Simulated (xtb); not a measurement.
C$_{6}$H$_{13}$BO$_{2}$, triplet, at the geometry of the source list (a higher spin typed on purpose: for a closed-shell molecule this is an excited state); GFN2-xTB in xtb.

Here is a job for xtb.
```
$ xtb mol.xyz --gfn 2 --uhf 2 --etemp 3000 --json

# file mol.xyz
22

C     -1.74100000     0.14790000     0.87670000
C     -0.73420000     0.17360000    -0.27980000
C     -1.11520000    -0.90550000    -1.29170000
O     -0.84600000     1.45790000    -0.89890000
B      0.23980000     2.19760000    -0.57270000
O      1.16880000     1.50510000     0.12750000
C      0.76720000     0.13510000     0.20020000
C      0.97620000    -0.37300000     1.62570000
C      1.68520000    -0.64730000    -0.74660000
H     -2.73590000     0.31720000     0.47170000
H     -1.52780000     0.94630000     1.58300000
H     -1.72560000    -0.80950000     1.38870000
H     -2.16030000    -0.77830000    -1.56210000
H     -0.52370000    -0.82320000    -2.19740000
H     -0.98180000    -1.89250000    -0.85870000
H      0.36130000     3.31530000    -0.86530000
H      0.45630000     0.24960000     2.34620000
H      2.03870000    -0.33580000     1.85710000
H      0.63340000    -1.40100000     1.71430000
H      1.60370000    -0.25880000    -1.75880000
H      2.71370000    -0.51380000    -0.41920000
H      1.44740000    -1.70690000    -0.74000000
```

Q: Predict the main parts of the log of this xtb run.

A: 
```
   ID    Z sym.   atoms
    1    6 C      1-3, 7-9
    2    8 O      4, 6
    3    5 B      5
    4    1 H      10-22

           -------------------------------------------------
          |                Calculation Setup                |
           -------------------------------------------------

           -------------------------------------------------
          |                 G F N 2 - x T B                 |
           -------------------------------------------------

          ...................................................
          :                      SETUP                      :
          :.................................................:
          :  # basis functions                  49          :
          :  # atomic orbitals                  49          :
          :  # shells                           31          :
          :  # electrons                        52          :
          :  max. iterations                   250          :
          :  Hamiltonian                  GFN2-xTB          :
          :  restarted?                      false          :
          :  GBSA solvation                  false          :
          :  PC potential                    false          :
          :  electronic temp.         3000.0000000     K    :
          :  accuracy                    1.0000000          :
          :  -> integral cutoff          0.2500000E+02      :
          :  -> integral neglect         0.1000000E-07      :
          :  -> SCF convergence          0.1000000E-05 Eh   :
          :  -> wf. convergence          0.1000000E-03 e    :
          :  Broyden damping             0.4000000          :
          :  net charge                          0          :
          :  unpaired electrons                  2          :
          ...................................................

 iter      E             dE          RMSdq      gap      omega  full diag
   1    -28.8660252 -0.288660E+02  0.568E+00    2.91       0.0  T
   2    -28.9319899 -0.659647E-01  0.301E+00    1.65       1.0  T
   3    -28.9055524  0.264375E-01  0.228E+00    4.55       1.0  T
   4    -28.9996566 -0.941041E-01  0.655E-01    3.04       1.0  T
   5    -29.0025600 -0.290343E-02  0.381E-01    2.61       1.0  T
   6    -29.0045602 -0.200019E-02  0.128E-01    2.73       1.0  T
   7    -29.0045807 -0.205540E-04  0.697E-02    2.70       1.0  T
   8    -29.0046095 -0.287536E-04  0.450E-02    2.71       1.0  T
[...]
         :: total energy             -28.679949198228 Eh    ::
[...]
     1   6 C    3.940 --    12 H    0.979    11 H    0.979    10 H    0.979
                             2 C    0.942
     2   6 C    3.893 --     4 O    1.007     3 C    0.972     1 C    0.942
                             7 C    0.899
     3   6 C    3.963 --    15 H    0.980    14 H    0.978    13 H    0.978
                             2 C    0.972
     4   8 O    2.011 --     2 C    1.007     5 B    0.871
     5   5 B    2.487 --     4 O    0.871     6 O    0.871    16 H    0.680
     6   8 O    2.012 --     7 C    1.008     5 B    0.871
     7   6 C    3.893 --     6 O    1.008     8 C    0.972     9 C    0.942
                             2 C    0.899
     8   6 C    3.963 --    19 H    0.980    17 H    0.978    18 H    0.978
                             7 C    0.972
     9   6 C    3.940 --    20 H    0.979    22 H    0.979    21 H    0.979
                             7 C    0.942
    10   1 H    0.992 --     1 C    0.979
    11   1 H    0.994 --     1 C    0.979
    12   1 H    0.994 --     1 C    0.979
    13   1 H    0.992 --     3 C    0.978
    14   1 H    0.994 --     3 C    0.978
    15   1 H    0.994 --     3 C    0.980
    16   1 H    0.714 --     5 B    0.680
    17   1 H    0.994 --     8 C    0.978
    18   1 H    0.992 --     8 C    0.978
    19   1 H    0.994 --     8 C    0.980
    20   1 H    0.994 --     9 C    0.979
    21   1 H    0.992 --     9 C    0.979
    22   1 H    0.994 --     9 C    0.979
 ---------------------------------------------------------------------------

Topologies differ in total number of bonds
Writing topology from bond orders to xtbtopo.mol

molecular dipole:
                 x           y           z       tot (Debye)
 q only:       -0.134      -1.223       0.319
   full:       -0.159      -1.465       0.382       3.870
molecular quadrupole (traceless):
                xx          xy          yy          xz          yz          zz
 q only:        0.964      -0.865      -2.796      -1.574       1.504       1.832
  q+dip:        1.636      -1.235      -4.092      -2.071       2.116       2.456
   full:        1.647      -1.106      -3.746      -1.758       1.877       2.099

           -------------------------------------------------
          | TOTAL ENERGY              -28.679949198228 Eh   |
          | GRADIENT NORM               0.213082768630 Eh/α |
          | HOMO-LUMO GAP               2.698461876785 eV   |
           -------------------------------------------------

normal termination of xtb
```
